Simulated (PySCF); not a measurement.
I3Sb, SMILES [I][Sb+]([I])[I], charge +1, multiplicity 2.

Coordinates come from a PBE-D3(BJ)/def2-SVP optimisation. The def2 effective core potentials stand for the cores of I, Sb; spin–orbit coupling is left out.

Level of theory: IEF-PCM-PBE0/def2-SVP run with PySCF.

The values are the electrostatic part of the solvation free energy, E(continuum) − E(gas) at the gas-phase geometry, in a cavity of scaled van der Waals radii (PySCF's table); cavitation and dispersion terms are not included. A continuum can't describe solvent molecules that bind to the metal.

Computed values in water (ε = 78.36), 2-propanol (ε = 19.26), dichloromethane (ε = 8.93):
```
solvent              ε  ΔG(elec) (kcal/mol)
---------------  -----  -------------------
water            78.36                -51.6
2-propanol       19.26                -49.4
dichloromethane   8.93                -46.1
```
